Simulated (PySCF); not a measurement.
**Gallium: a sound run and one with changed settings**

Sound run: Ga²⁺ [Ar] 3d10 4s1, Ga³⁺ [Ar] 3d10. Computed with PySCF 2.14 in x2c-TZVPall, with the spin-free X2C one-electron Hamiltonian (Gaussian nucleus). The sound run starts from symmetry-adapted Hartree-Fock orbitals and uses a fine grid where one is needed.

Changed run: initial guess sap, at most 50 SCF cycles, level shift 10.0 hartree.

```csv
species,method,sound run (hartree),changed run (hartree),converged
Ga²⁺,UHF,-1941.27770,-1941.27770,no
Ga²⁺,r2SCAN,-1942.81674,-1942.81674,no
Ga²⁺,LDA,-1939.67600,-1939.67598,no
Ga³⁺,UHF,-1940.18895,-1940.18895,no
Ga³⁺,r2SCAN,-1941.66696,-1941.66696,no
Ga³⁺,LDA,-1938.50484,-1938.50484,no
```

A level shift slows the SCF but leaves a converged energy unchanged.
